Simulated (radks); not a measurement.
Values are calculated unless marked as measured or tabulated.
Species: F II. Configuration: [He] 2s2 2p4. Level of theory: scalar-relativistic Kohn-Sham, Slater X-alpha with alpha = 0.98, spin-polarised, spherical densities, point nucleus; open shells are filled with parallel spins first (a radial shooting solver on a logarithmic mesh with Libxc functionals).

Normalised radial functions P(r) = r R(r), r in bohr:

```
   r/bohr * 2p down (the largest magnitude, 0.964, reaches the edge; | marks zero)
 0.006176 *
 0.006853 *
 0.007604 *
  0.00837 *
 0.009287 *
  0.01031 *
  0.01143 *
  0.01269 *
  0.01408 *
  0.01562 *
  0.01733 *
  0.01908 *
  0.02117 |*
  0.02349 |*
  0.02607 |*
  0.02892 |*
  0.03209 |*
  0.03561 |*
  0.03951 | *
  0.04349 | *
  0.04826 |  *
  0.05355 |  *
  0.05942 |   *
  0.06593 |   *
  0.07316 |    *
  0.08118 |     *
  0.09007 |       *
  0.09915 |        *
     0.11 |         *
   0.1221 |           *
   0.1355 |             *
   0.1503 |               *
   0.1668 |                  *
   0.1851 |                     *
   0.2053 |                        *
    0.226 |                           *
   0.2508 |                              *
   0.2783 |                                 *
   0.3088 |                                     *
   0.3426 |                                        *
   0.3802 |                                            *
   0.4218 |                                               *
   0.4681 |                                                 *
   0.5152 |                                                   *
   0.5717 |                                                     *
   0.6344 |                                                      *
   0.7039 |                                                      *
    0.781 |                                                     *
   0.8667 |                                                   *
   0.9616 |                                                 *
    1.067 |                                              *
    1.175 |                                          *
    1.303 |                                      *
    1.446 |                                 *
    1.605 |                            *
     1.78 |                       *
    1.976 |                  *
    2.192 |              *
    2.432 |          *
    2.677 |       *
    2.971 |     *
    3.297 |   *
    3.658 | *
```

2p down: eigenvalue -29.512 eV, 0 radial nodes, <r> = 0.969 bohr, 90 % of the charge inside 1.66 bohr.
